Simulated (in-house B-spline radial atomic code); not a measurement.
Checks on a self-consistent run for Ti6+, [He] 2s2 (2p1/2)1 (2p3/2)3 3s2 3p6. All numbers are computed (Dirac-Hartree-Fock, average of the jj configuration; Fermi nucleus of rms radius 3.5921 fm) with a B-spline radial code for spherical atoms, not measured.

```json
{"orbital": "1s1/2", "q": "2", "ε (Eh)": "-192.81413", "<1/r>": "21.8377", "<r²>": "0.00646958", "small-component weight": "0.006229"}
{"orbital": "2s1/2", "q": "2", "ε (Eh)": "-27.79572", "<1/r>": "4.73325", "<r²>": "0.115584", "small-component weight": "0.0011647"}
{"orbital": "2p1/2", "q": "1", "ε (Eh)": "-24.91566", "<1/r>": "4.63048", "<r²>": "0.095777", "small-component weight": "0.0011239"}
{"orbital": "2p3/2", "q": "3", "ε (Eh)": "-24.57567", "<1/r>": "4.57254", "<r²>": "0.0973816", "small-component weight": "0.0011128"}
{"orbital": "3s1/2", "q": "2", "ε (Eh)": "-6.91627", "<1/r>": "1.59525", "<r²>": "0.894811", "small-component weight": "0.000292"}
{"orbital": "3p1/2", "q": "2", "ε (Eh)": "-5.72831", "<1/r>": "1.53626", "<r²>": "0.945942", "small-component weight": "0.00028009"}
{"orbital": "3p3/2", "q": "4", "ε (Eh)": "-5.71732", "<1/r>": "1.53291", "<r²>": "0.949678", "small-component weight": "0.00028149"}
```

Electron-electron repulsion V_ee = 220.2167 hartree.

What total energy follows from the eigenvalues?

The eigenvalues count the repulsion twice, so E = Σqε - V_ee = -588.021 - 220.217 = -808.238 hartree; the run printed -808.238.

Does the Dirac virial theorem hold?

For a point nucleus E = -2c²Σq·w, with w the small-component weight. Here Σq·w = 0.02152 and c = 137.0360, so the ratio E/(-2c²Σq·w) is 1.000005; the finite nucleus accounts for the departure from 1.

What diamagnetic shielding (Lamb formula) and susceptibility (Langevin formula) do the radii give?

σ = (α²/3)Σq<1/r> = 83.8847/(3·137.036²) = 1489 ppm, and χ = -0.79199×10⁻⁶·Σq<r²> = -6.425×10⁻⁶ cm³/mol with Σq<r²> = 8.1122 bohr². Both are non-relativistic formulas without the paramagnetism of open shells.
